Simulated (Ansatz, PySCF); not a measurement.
Caution: the highest occupied level lies above zero, so the state may not be bound. This singlet lies 1.67 eV below the relaxed triplet at the level frozen-core CCSD(T)/aug-cc-pVDZ // PBE0-D3(BJ)/def2-TZVPD (Ansatz, a first-principles code).

Cartesian coordinates (Å):
```xyz
6

N     -1.0407    -0.0590    -0.0506
Al    -0.0504     1.4199     0.4203
S      2.1096     0.4482     0.1998
H     -0.7044    -0.9770    -0.3135
H     -2.0499    -0.0422    -0.0774
H      1.7358    -0.7898    -0.1786
```
Charge -1, spin multiplicity 1.

**Question.** Predict the total energy and HOMO from PBE-D3(BJ)/def2-TZVPD // PBE0-D3(BJ)/def2-TZVPD (PySCF).

**Answer.** 
| Quantity | Value |
|---|---|
| total energy | -696.9487 Ha |
| HOMO | 0.51 eV |
